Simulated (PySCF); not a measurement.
CH₅FOSi₂. Atoms are numbered in the order given.

```xyz
10

F     -1.4791     1.6272    -0.7215
Si    -0.6958     0.6281     0.3263
C     -0.7542    -1.2627    -0.0651
O      0.6548    -1.5671     0.1055
Si     1.5157    -0.0792     0.0310
H     -1.1749     0.9970     1.7056
H     -1.3570    -1.8880     0.6292
H     -1.0975    -1.4837    -1.1019
H      2.1805     0.1724    -1.2990
H      2.5681    -0.0143     1.1041
```
Charge 0, spin multiplicity 1.

Geometry: PBE-D3(BJ)/def2-SVP. The structure was generated by enumeration; whether it is a known compound was not checked.

Calculation: PBE0/pcSseg-1 in PySCF.

GIAO shieldings, no solvent; atoms listed in one row are averaged. δ = σ(ref) − σ: ¹⁹F against CFCl3 (σ = 167.2 ppm); ²⁹Si against TMS (σ = 352.7 ppm); ¹³C against TMS (σ = 186.3 ppm); ¹⁷O against H2O (σ = 334.2 ppm); ¹H against TMS (σ = 31.56 ppm), references at their B3LYP-D3(BJ)/def2-TZVP geometries, non-relativistic.

Computed chemical shifts:
```csv
nucleus,atoms,count,δ (ppm)
¹⁹F,F1,1,-192.7
²⁹Si,Si2,1,42.0
²⁹Si,Si5,1,30.3
¹³C,C3,1,79.4
¹⁷O,O4,1,30.4
¹H,H6,1,6.50
¹H,"H9, H10",2,6.17
¹H,H8,1,5.28
¹H,H7,1,5.17
```
